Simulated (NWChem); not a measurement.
Molecule: B2F3, doublet; SMILES F[B]B(F)F

```xyz
5

F     -0.1590     2.2217     0.0000
B      0.4167     1.0624     0.0000
B      0.0170    -0.5648     0.0000
F     -0.0410    -1.2491     1.1315
F     -0.0410    -1.2491    -1.1315
```
Atoms are numbered in this order, from 1.

Program: NWChem. Pople sets run with spherical d functions. Spin-unrestricted. In the optimisation the excess spin sits in a' (Cs, its own frame). Coordinates come from a PBE0/def2-SVP, spin-unrestricted optimisation. No stability test was run on the SCF state. Level PBE/6-31G*: single points from the atomic guess with DIIS by default; each run changes one setting, and all converged runs end within 0.3 mHa of each other. cgmin counts macro-iterations, each dearer than a DIIS step.

Which setting needs the most SCF iterations, or fails (DIIS on 3 Fock matrices; no DIIS, 40 % damping; no level shifting; defaults; quadratically convergent solver (cgmin))?

no DIIS, 40 % damping, with 82 against 10 for the defaults.
```
setting                                  SCF iterations
---------------------------------------  --------------
defaults                                             10
no level shifting                                    10
no DIIS, 40 % damping                                82
DIIS on 3 Fock matrices                              11
quadratically convergent solver (cgmin)               6
```
